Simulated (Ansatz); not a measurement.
How methods differ on BH2I (SMILES [H]B([H])I)

The species is BH2I (4 atoms), meant as a singlet with charge 0. As SMILES, `[H]B([H])I`. The coordinates come from a GFN2-xTB relaxation.

Quantity: the vertical electron affinity (to the doublet anion), in eV. The values are calculated.

The electron affinity is E(neutral) − E(anion): positive where the electron is bound.

```json
{"level": "HF/STO-3G", "kind": "Hartree–Fock", "program": "Ansatz", "value (eV)": "-4.24", "less FCI/STO-3G": "+0.43", "CPU time (all runs)": "0.77 s"}
{"level": "SVWN5/STO-3G", "kind": "LDA", "program": "Ansatz", "value (eV)": "-3.86", "less FCI/STO-3G": "+0.81", "CPU time (all runs)": "2.6 s"}
{"level": "BLYP/STO-3G", "kind": "GGA", "program": "Ansatz", "value (eV)": "-3.97", "less FCI/STO-3G": "+0.70", "CPU time (all runs)": "4.2 s"}
{"level": "PBE0/STO-3G", "kind": "global hybrid", "program": "Ansatz", "value (eV)": "-3.61", "less FCI/STO-3G": "+1.06", "CPU time (all runs)": "4.3 s"}
{"level": "r2SCAN0/STO-3G", "kind": "hybrid meta-GGA", "program": "Ansatz", "value (eV)": "-3.43", "less FCI/STO-3G": "+1.24", "CPU time (all runs)": "12 s"}
{"level": "CAM-B3LYP/STO-3G", "kind": "range-separated hybrid", "program": "Ansatz", "value (eV)": "-3.62", "less FCI/STO-3G": "+1.05", "CPU time (all runs)": "5 s"}
{"level": "B2PLYP/STO-3G", "kind": "double hybrid", "program": "Ansatz", "value (eV)": "-4.06", "less FCI/STO-3G": "+0.61", "CPU time (all runs)": "5.6 s"}
{"level": "RPA@PBE/STO-3G", "kind": "RPA", "program": "Ansatz", "value (eV)": "-4.93", "less FCI/STO-3G": "-0.26", "CPU time (all runs)": "5.4 s"}
{"level": "BCCD(T)/STO-3G", "kind": "coupled cluster or CI", "program": "Ansatz", "value (eV)": "-4.66", "less FCI/STO-3G": "+0.01", "CPU time (all runs)": "1.2 s"}
{"level": "FCI/STO-3G", "kind": "exact in the basis", "program": "Ansatz", "value (eV)": "-4.67", "less FCI/STO-3G": "0.00", "CPU time (all runs)": "9.4 s"}
```

FCI/STO-3G is exact within its basis and frozen core, so for wave-function methods in that basis the difference is their error; functionals converge differently with the basis, so for them it is only a difference. All-electron rows without a relativistic Hamiltonian named are non-relativistic. Spin-orbit coupling, which can split open shells on such heavy atoms by tenths of an eV, is left out. The values span -4.93 to -3.43 eV. All rows use very small basis sets, so even the best lies far from the true value. In the correlated wave-function rows the outer d shell of I is correlated, in sets not made for it. Negative values mean that the anion is unbound at that level; they are set by how diffuse the basis is and aren't properties of the molecule. Times are those of the runs behind each value, whatever else they computed, on shared processors of several kinds: orders of magnitude only.
